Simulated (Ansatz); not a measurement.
Mulliken charges of CH₄FGeN, SMILES `N=[C](F)[GeH3]` from ωB97M-V/def2-TZVPP in Ansatz (PBE0-D4/def2-TZVP geometry).

```
atom   x (Å)   y (Å)   z (Å)  charge (e)
  N1   1.896   0.222  -0.349      -0.136
  C2   0.908   0.027   0.386       0.071
  F3   1.137  -0.127   1.702      -0.174
 Ge4  -1.020  -0.104  -0.035      -0.001
  H5   1.617   0.325  -1.320       0.132
  H6  -1.766   1.007   0.710       0.039
  H7  -1.150   0.072  -1.554       0.030
  H8  -1.531  -1.480   0.404       0.039
```

By hand: the dipole of these point charges (1 e Å = 4.8032 D).

Σ q r = (-0.340, 0.021, -0.399) e Å, of length 0.525 e Å = 2.52 D.

How does the dipole of the full density compare? (Estimate.)

The calculation gave: (-0.543, -0.007, -0.340) e Å, 3.08 D; the point charges give 0.82 times that, at 18° from its direction.

Point charges leave out the atoms' own dipoles, such as those of lone pairs, and Mulliken's split depends on the basis, so the two needn't agree.
